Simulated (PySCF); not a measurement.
CH3Si, SMILES C[Si] (connectivity only; charge and spin as stated), charge +1, multiplicity 1.

Geometry optimised at r2SCAN-D4/def2-TZVP. The multiplicity is an assumed one; other spin states were not compared. The isomer is the one that the SMILES or the coordinates give; other isomers of the formula were not compared.

Level of theory: r2SCAN/def2-TZVPD in PySCF.

The molecule is in vacuum.

Computed frontier levels, gap, dipole moment and polarisability:
```json
{
 "highest_occupied_level": "-13.43 eV",
 "lowest_empty_level": "-9.99 eV",
 "orbital_gap": "3.44 eV",
 "dipole_moment_about_the_centre_of_nuclear_charge": "0.35 D",
 "mean_static_polarisability": "33.1 bohr³ (4.90 Å³)",
 "polarisability_principal_values": "29.8, 29.8, 39.6 bohr³"
}
```
